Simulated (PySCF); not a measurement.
Computed with PBE0-D4/def2-TZVP (PySCF 2.14.0). All species are isolated molecules in the gas phase. Excitations are Tamm–Dancoff values on a coarser integration grid. The basis has no diffuse functions, so Rydberg states are missing or too high.

Reference species (SMILES): `Cl[SiH3]` (neutral, multiplicity 1).

```yaml
HOMO: -9.03 eV
HOMO–LUMO gap: 8.95 eV
S1–T1 gap (TDA): 0.44 eV
```

After one change: the HOMO goes up by 0.88 eV; the HOMO–LUMO gap decreases by 1.24 eV; the S1–T1 gap (TDA) goes up by 0.28 eV.

**Question.** Name the change that produced these shifts. The new species is one of these.
A. `C[S@@](=O)[SiH2]Cl` (O–S–Si–Cl torsion 174°)
B. `O=C(O)[SiH2]Cl` (Si–C–O–H torsion -180°, O–C–Si–Cl torsion 179°)
C. `Cl[SiH2][GeH3]`
D. `Cl[SiH2]Cl`

**Answer.** C, `Cl[SiH2][GeH3]`
